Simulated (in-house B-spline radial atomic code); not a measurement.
Computed with a B-spline radial atomic code. Model: two electrons, singlet ground state, non-relativistic, full CI in B-splines with partial waves to l = 8 (at full coupling up to 3e-4 hartree above the limit, correlation up to 0.6 % small), density held at that of full coupling by Lieb maximisation.

W(λ) is the mean repulsion in the state of coupling λ less the Hartree energy of the fixed density. Its start is exact exchange, its initial slope is twice the second-order Görling-Levy correlation energy, and its area from 0 to 1 is E_xc. A straight curve means weak, dynamic correlation, and a curve that drops fast and flattens means strong correlation.

Command:
```bash
python run_ac.py task.json out
```
Settings (lengths in bohr, energies in hartree):
```
potential              yukawa
strength               5.54
lmax                   8
second                 0.498
```

Time taken, with all properties: 12 s on 1 thread of Intel(R) Xeon(R) Processor @ 2.30GHz (shared host).

**W = mean repulsion less Hartree energy, and W of three functionals.**

Given: confinement screened point charge; nuclear charge 5.54; screening of the nucleus 0.498 1/bohr; external potential -Z exp(-k r)/r.

Computed: LDA exchange minus exact 452.8 millihartree; PBE exchange minus exact 57.312 millihartree.

| coupling | W xc (hartree) | W xc minus exchange (millihartree) | kinetic minus Kohn-Sham (millihartree) | LDA (PW92) W minus its exchange (millihartree) | PBE W minus its exchange (millihartree) | SCAN W minus its exchange (millihartree) |
| --- | --- | --- | --- | --- | --- | --- |
| 0 | -3.2134 | 0 | 0 | 0 | 0 | 0 |
| 0.02 | -3.2153 | -1.872 | 0 | -14.65 | -1.86 | -1.85 |
| 0.05 | -3.2181 | -4.673 | 0.1 | -31.04 | -4.68 | -4.58 |
| 0.12 | -3.2245 | -11.161 | 0.7 | -61.97 | -11.29 | -10.86 |
| 0.25 | -3.2364 | -23.04 | 2.9 | -107.93 | -23.61 | -22.24 |
| 0.4 | -3.2499 | -36.481 | 7.2 | -151.79 | -37.75 | -34.98 |
| 0.6 | -3.2674 | -53.971 | 16 | -201.64 | -56.38 | -51.4 |
| 0.8 | ? | ? | ? | ? | ? | ? |
| 1 | -3.3009 | -87.552 | 42.8 | -284.01 | -92.54 | -82.61 |
| 1.4 | ? | ? | ? | ? | ? | ? |
| 2 | -3.3775 | -164.12 | 156.8 | -438.1 | -175.8 | -152.86 |
| 3 | -3.445 | -231.59 | 324.8 | -553.67 | -249.46 | -214.36 |
| 4.5 | -3.5323 | -318.89 | 650.3 | -688.24 | -345.02 | -294.1 |
| 7 | -3.6494 | -436.02 | 1317.4 | -854.09 | -474.25 | -402.45 |
| 10 | -3.7567 | -543.34 | 2222.1 | -998.91 | -595.02 | -504.19 |

**Question.** What belongs in the row 0.8?

**Answer.** W xc (hartree): -3.2844; W xc minus exchange (millihartree): -70.989; kinetic minus Kohn-Sham (millihartree): 27.9; LDA (PW92) W minus its exchange (millihartree): -245.08; PBE W minus its exchange (millihartree): -74.65; SCAN W minus its exchange (millihartree): -67.26.

**Question.** What belongs in the row 1.4?

**Answer.** W xc (hartree): -3.3328; W xc minus exchange (millihartree): -119.38; kinetic minus Kohn-Sham (millihartree): 80.9; LDA (PW92) W minus its exchange (millihartree): -352.22; PBE W minus its exchange (millihartree): -127.07; SCAN W minus its exchange (millihartree): -111.92.

**Question.** What is the SCAN exchange minus exact?

**Answer.** -5.005 millihartree.

**Energy parts, natural occupations and partial-wave weights.**

Computed: total energy -22.2436 hartree; exchange energy -3.2134 hartree; correlation energy -0.044783 hartree; kinetic part of the DFT correlation energy 0.042769 hartree; initial slope twice GL2 -0.093703 hartree; Hartree energy 6.4268 hartree; Lieb Oxford ratio E_xc over LDA exchange 1.1802.

```
natural  occupation of the shell (electrons)
      s                               1.9982
      p                            0.0010179
      s                           0.00069613
      d                           5.4297e-05
      p                                    ?
      s                           1.6052e-05
```

**Question.** What belongs in the row p?

**Answer.** occupation of the shell (electrons): 3.8701e-05.

```tsv
wave	weight
s	0.99943
p	0.00053032
d	?
f	4.4954e-06
g	1.0689e-06
```

**Question.** What belongs in the row d?

**Answer.** weight: 3.0554e-05.

**Question.** What is the Kohn-Sham kinetic?

**Answer.** 26.986 hartree.

**Question.** What is the kinetic part over minus potential part?

**Answer.** 0.48849.

Half-way to full coupling W has made 52 % of its drop, against 50 % for a straight line, and second-order (GL2) theory, half the initial slope, overshoots the correlation energy by about 5 %: correlation is weak here. Over couplings 0 to 1 the errors in E_xc come to about +330 millihartree for LDA, +55 millihartree for PBE, -2.8 millihartree for SCAN, so SCAN is nearest. In LDA and PBE and SCAN the errors of exchange and correlation have opposite signs, so the sum is smaller than the larger of the two.
